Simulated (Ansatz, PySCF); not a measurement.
System: CH$_{5}$GeO, charge 0, doublet. CH5GeO (SMILES [GeH3][O][CH2], doublet).
B3LYP-D3(BJ)/def2-TZVP minimum from Ansatz (an electronic-structure program):
```
O
C 1 1.3543
H 2 1.0811 1 114.93
H 2 1.0858 3 120.73 1 -155.07
Ge 1 1.8073 2 119.71 3 174.47
H 5 1.5304 1 103.89 2 170.17
H 5 1.5371 6 112.73 1 -117.04
H 5 1.5392 6 112.80 7 -126.74
```
Charge 0, spin multiplicity 2.

Atomisation energy term by term, kcal/mol (programs: Ansatz). UHF or UKS for unpaired electrons; spin-orbit terms are left out. Correlated methods leave the cores frozen (noble-gas shells, and filled d and f shells in the p block). No relativity. CBS(X,Y): correlation extrapolated as X^-3, Hartree-Fock from the larger set. A bracket is a step between two methods taken in the basis named. Where a partner has so few electrons that a lower coupled-cluster level is exact, that level stands in.

```tsv
term	basis	kcal/mol
Hartree-Fock	cc-pVQZ	429.51
CCSD correlation	CBS(cc-pVTZ,cc-pVQZ)	159.29
(T)	CBS(cc-pVTZ,cc-pVQZ)	8.85
CCSDT(Q) - CCSD(T)	cc-pVDZ	0.69
minus zero-point energy	harmonic, PySCF's Hessian at B3LYP-D3(BJ)/def2-TZVP	-31.74
sum: D0		566.6
```
